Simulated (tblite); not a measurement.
Species: CH5BF2SSi.
Bonds: F1–B2, B2–F3, B2–C4, C4–S5, S5–Si6. Hydrogens: H7, H8 on C4; H9, H10, H11 on Si6.

Computed with GFN2-xTB (tblite), gas phase: L-BFGS steps from a force-field or distance-geometry start until the largest atomic force falls under 0.01 eV/Å.

Step 8: E = -557.2509 eV
```
atom  x, y, z in Å  |  force x, y, z in eV/Å
F1     -1.3662    1.8181   -0.0743    0.158   0.118   0.067
B2     -1.7693    0.6057   -0.3796    0.306  -0.167  -0.111
F3     -2.8362    0.5890   -1.1448   -0.037  -0.079  -0.052
C4     -1.0968   -0.7124    0.1921   -0.247   0.197   0.035
S5      0.5258   -1.2977   -0.4863   -0.083   0.024  -0.057
Si6     2.0717    0.0965    0.0726    0.002   0.071   0.004
H7     -0.9742   -0.5961    1.2710    0.077  -0.161  -0.025
H8     -1.7604   -1.5545   -0.0144    0.120  -0.026   0.147
H9      1.7178    0.6849    1.3567   -0.082   0.013  -0.035
H10     2.2021    1.0663   -1.0085   -0.057   0.057   0.060
H11     3.2913   -0.6972    0.1896   -0.159  -0.048  -0.034
```

Step 9: E = -557.2610 eV
```
atom  x, y, z in Å  |  force x, y, z in eV/Å
F1     -1.3577    1.8225   -0.0826    0.155   0.058   0.045
B2     -1.7665    0.6101   -0.3857    0.294  -0.240   0.025
F3     -2.8329    0.5987   -1.1537    0.035  -0.103  -0.024
C4     -1.1011   -0.7125    0.2015   -0.141   0.156  -0.019
S5      0.5259   -1.2955   -0.4854   -0.147   0.049  -0.076
Si6     2.0671    0.1020    0.0719   -0.011   0.054   0.003
H7     -0.9542   -0.6121    1.2812   -0.033  -0.088  -0.131
H8     -1.7525   -1.5651   -0.0086    0.095   0.067   0.173
H9      1.7066    0.6870    1.3553   -0.068   0.018  -0.027
H10     2.1954    1.0758   -1.0059   -0.046   0.051   0.061
H11     3.2753   -0.7082    0.1860   -0.132  -0.022  -0.030
```

**Question.** Estimate the geometry and energy of step 10. (The exact step hangs on the optimiser's Hessian estimate; all steps are aligned on step 9, rigid shifts and turns removed.)

**Answer.** E = -557.2678 eV, largest force 0.279 eV/Å
```
atom  x, y, z in Å  |  force x, y, z in eV/Å
F1     -1.3494    1.8252   -0.0865    0.138  -0.030   0.003
B2     -1.7598    0.6113   -0.3913    0.189  -0.179   0.100
F3     -2.8292    0.6020   -1.1587    0.124  -0.101   0.008
C4     -1.1060   -0.7103    0.2074    0.006   0.059  -0.047
S5      0.5230   -1.2928   -0.4863   -0.147   0.075  -0.088
Si6     2.0638    0.1064    0.0714   -0.051   0.023  -0.003
H7     -0.9423   -0.6240    1.2857   -0.092  -0.013  -0.143
H8     -1.7461   -1.5710   -0.0015    0.033   0.101   0.158
H9      1.6983    0.6887    1.3539   -0.061   0.023  -0.012
H10     2.1903    1.0827   -1.0031   -0.038   0.056   0.050
H11     3.2628   -0.7155    0.1832   -0.101  -0.013  -0.026
```

The energy changes by -0.0068 eV. The first-order estimate −F·Δx gives -0.0093 eV and the mean of the old and new forces, exact on a quadratic surface, -0.0068 eV. The step makes an angle of 63° with the force vector and moves no atom by more than 0.017 Å.

The cost below is that of the whole relaxation. On one thread, Arm Neoverse N1 (aarch64), no GPU, shared host with 64 logical CPUs at a one-minute load of 61, this took 0.75 s of wall time.
